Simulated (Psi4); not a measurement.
Dimer: CO2 (SMILES O=C=O) (first 3 atoms) with H2S (SMILES S); geometry from B3LYP-D3(BJ)/def2-TZVP.
(charge 0, multiplicity 1):
```xyz
6

O      0.8778    -0.3790    -0.1305
C     -0.0027     0.3279     0.1338
O     -0.8820     1.0450     0.3738
S      0.1348    -0.6487     3.3793
H     -0.0096     0.6013     3.8473
H      1.4748    -0.5836     3.4315
```

Calculation: SAPT0/jun-cc-pV(D+d)Z in Psi4.

Problem. Which attractive term is largest, and how does the interaction split up?

Solution. electrostatics -3.21, exchange 3.47, induction -0.37, dispersion -1.21, total -1.32 kcal/mol; the largest attraction is electrostatics.
